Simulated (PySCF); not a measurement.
FH8NSi3, SMILES N[SiH2][SiH2][SiH2]F.

Geometry optimised at PBE-D3(BJ)/def2-SVP. This is a generated structure with no PubChem entry under its InChIKey; it may be hypothetical. One conformer was computed; it need not be the lowest.

Level of theory: PBE/def2-TZVP in PySCF.

The molecule is in vacuum.

Q: Estimate the frontier levels, gap, dipole moment and polarisability. (Estimate from the structure and the level; the computed values follow.)

A: 
```json
{
  "highest_occupied_level": "-6.24 eV",
  "lowest_empty_level": "-1.58 eV",
  "orbital_gap": "4.66 eV",
  "dipole_moment": "2.91 D",
  "quadrupole, principal values (traceless, Buckingham form, about the centre of nuclear charge)": "-9.15, 1.63, 7.51 D·Å",
  "mean_static_polarisability": "97.1 bohr³ (14.39 Å³)",
  "polarisability_principal_values": "81.6, 97.6, 112.2 bohr³"
}
```
